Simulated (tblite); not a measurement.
C3H9FNSi2 (doublet state).
Geometry (GFN2-xTB, Å), atoms numbered from 1 in this order:
```xyz
16
C3H9FNSi2 angstrom
F     -2.598   -1.893    0.347
C     -2.762   -0.522    0.241
C     -2.402    0.160   -0.986
C     -1.513    0.324    0.154
Si     0.172   -0.563    0.177
N      1.333    0.667   -0.160
Si     3.053    0.577    0.048
H     -3.610   -0.230    0.849
H     -2.222   -0.214   -1.970
H     -1.538    1.251    0.716
H      0.194   -1.626   -0.830
H      0.402   -1.095    1.522
H      0.987    1.496   -0.614
H      3.599    1.721   -0.681
H      3.372    0.654    1.475
H      3.525   -0.696   -0.497
```

Method: GFN2-xTB as coded in tblite; computed harmonic values from a numerical Hessian at the method's own geometry, unscaled. Errors from tens to a few hundred cm⁻¹ against measured bands are possible. Modes of hydrogen on silicon can be 10 to 20 % off. One conformer, not necessarily the lowest. Open shells enter through the occupations alone, without spin polarisation, and single modes of such species can be off by tens of per cent. The optimisation stopped once no atom felt more than 0.01 eV/Å.

Lowest wavenumbers of the output (negative numbers stand for imaginary wavenumbers):
```
mode    cm-1
  1     -49.2
  2      23.7
  3      48.1
  4      79.1
  5     139.1
  6     190.3
  7     195.0
  8     236.8
  9     388.7
 10     454.5
 11     499.4
 12     551.1
 13     574.6
 14     601.2
 15     652.8
```

Task: Is this structure a minimum?

Result: Not by this Hessian. 1 mode is imaginary beyond 20i (49i cm⁻¹), so at this level the point lies at or near a first-order saddle. The curvature is small, so loose convergence or finite differences may be the whole cause.

Task: Which atoms move in the imaginary mode?

Result: 49i: H15 (hydrogen on silicon) 29 %, H14 (hydrogen on silicon) 27 %, H16 (hydrogen on silicon) 26 %, H13 (hydrogen on nitrogen) 14 %. These are shares of the mass-weighted motion.

Task: What is the remedy?

Result: Step along that mode in both directions, optimise again with tighter thresholds and repeat the frequencies. The zero-point energy of this point (65.3 kcal/mol) counts the 41 real modes alone, and thermal corrections from it aren't those of a minimum.
